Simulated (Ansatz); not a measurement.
Start from `C=[N][Ga]([OH])[Cl]` and change one atom or group to get `C=[N][Ga]([Cl])[Cl]`.

Ansatz, PBE0-D4/def2-TZVP geometries, multiplicity 1. Each molecule was computed in one conformer, which needn't be the lowest.

Scalar relativity is left out up to krypton.

| property | `C=[N][Ga]([OH])[Cl]` |
| --- | --- |
| zero-point energy (PBE0-D4/def2-TZVP) / kJ/mol | 117.8 |
| HOMO energy (B3LYP/def2-TZVPP) / eV | -7.08 |
| HOMO energy (PBE0/def2-TZVPP) / eV | -7.29 |
| LUMO energy (PBE/def2-TZVPP) / eV | -2.57 |
| LUMO energy (PBE0/def2-TZVPP) / eV | -1.55 |
| HOMO–LUMO gap (B3LYP/def2-TZVPP) / eV | 5.26 |

Question: Give the same properties after the change, and the shifts. (Estimate.)

Answer: The calculation gave: 
```tsv
property	`C=[N][Ga]([Cl])[Cl]`	shift
zero-point energy (PBE0-D4/def2-TZVP) / kJ/mol	85.6	-32.2
HOMO energy (B3LYP/def2-TZVPP) / eV	-7.32	-0.24
HOMO energy (PBE0/def2-TZVPP) / eV	-7.53	-0.24
LUMO energy (PBE/def2-TZVPP) / eV	-2.92	-0.35
LUMO energy (PBE0/def2-TZVPP) / eV	-1.95	-0.40
HOMO–LUMO gap (B3LYP/def2-TZVPP) / eV	5.12	-0.14
```

With PBE0 the HOMO falls by 0.24 eV and the LUMO falls by 0.40 eV, so the gap narrows by about 0.16 eV. PBE moves the HOMO by -0.28 eV and ωB97M-V by -0.20 eV. The zero-point energy changes by -32.2 kJ/mol with -3 modes.

Positive LUMOs are unbound, so they and the gaps depend on the basis.

B3LYP here is the variant with VWN-RPA as its local correlation; programs differ in this.
